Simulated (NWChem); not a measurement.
C₂H₅ISi; SMILES C=C([SiH3])I

All runs: NWChem. Coordinates come from a PBE0/def2-SVP optimisation. No frequency run checked for a minimum. def2 effective core potentials on I; no spin-orbit coupling. Ions are spin-unrestricted doublets at the neutral geometry; other ion states weren't tried.

Problem. What does the run give for PBE0/def2-SVP? Quantities: vertical ionisation energy, ΔSCF (eV); −ε(HOMO) (eV).

Solution. The vertical ionisation energy, ΔSCF (eV) comes out as 9.19. The −ε(HOMO) (eV) comes out as 7.11.
